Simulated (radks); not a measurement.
Values are calculated unless marked as measured or tabulated.
Task: Mean orbital radii <r> (bohr) of neutral neon, [Ne], of relativity; Dirac values are averaged over j with weights 2j + 1. Spin-unpolarised spherical Kohn-Sham, PBEsol, point nucleus unless stated (finite: rms radius 3.0055 fm), a radial shooting solver on a logarithmic mesh with Libxc functionals. A level marked "c x" has the speed of light scaled by that factor and shares open shells by 2j + 1; other Dirac levels either fill j = l - 1/2 first or share by 2j + 1.

| shell | non-rel. |
|---|---|
| 1s | 0.1585 |
| 2s | 0.9008 |
| 2p | 0.9814 |

Give the values at the level "Dirac, c x 10".

Result: 
shell  Dirac, c x 10  change of magnitude (%)
1s            0.1585                    0.00
2s            0.9008                    0.00
2p            0.9814                    0.00
